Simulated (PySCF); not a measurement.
# How the method changes the shape and vibrations of FH2OSi anion

These are calculations, not measurements. They come from PySCF 2.14.0, an open-source quantum chemistry program, on an isolated molecule that a program drew, which may never have been made. The molecule is FH2OSi anion (charge -1, singlet), drawn as the SMILES string `[O-][SiH2]F`.

The geometry was optimised and harmonic frequencies were computed with HF and MP2, all in the aug-cc-pV(D+d)Z basis, for the commonest isotopes, with a restricted reference for singlets and an unrestricted one otherwise, and a frozen core in MP2. Each result is a local minimum of its method.

Geometry at the HF minimum:
```xyz
5
FH2OSi anion, angstrom
O    -0.9054    1.8460   -2.4481
Si   -1.8424    0.6278   -2.3114
F    -3.3764    0.8270   -2.8968
H    -1.4359   -0.6254   -3.0470
H    -2.1494    0.1635   -0.9089
```

Lengths of the bonds as drawn, in Å (atoms numbered as above):
| bond | HF | MP2 |
|---|---|---|
| O1-Si2 | 1.543 | 1.586 |
| Si2-F3 | 1.654 | 1.694 |
| Si2-H4 | 1.509 | 1.512 |
| Si2-H5 | 1.509 | 1.512 |

Rotational constants, in GHz:
```
constant     HF    MP2
       A  28.74  28.07
       B   7.51  7.102
       C  6.387  6.063
```

Harmonic frequencies in cm^-1, each column in rising order, so a row needn't be the same motion in every method:
```
rank    HF   MP2
   1   364   325
   2   747   687
   3   756   692
   4   821   767
   5  1002   936
   6  1059   992
   7  1179     ?
   8  2076  2055
   9  2156  2110
```

**Estimate the missing MP2 frequency from the HF column.**

A single factor s that minimises the squared misfit of MP2 against s times HF over the other rows is sum(HF x MP2) / sum(HF^2) = 0.9669, with an rms misfit of 34 cm^-1. For rank 7 it gives 0.9669 x 1179 = 1140 cm^-1. The calculation gives 1073 cm^-1, 67 cm^-1 below the estimate. The drawn bonds are on average 1.4 % longer in MP2 than in HF.
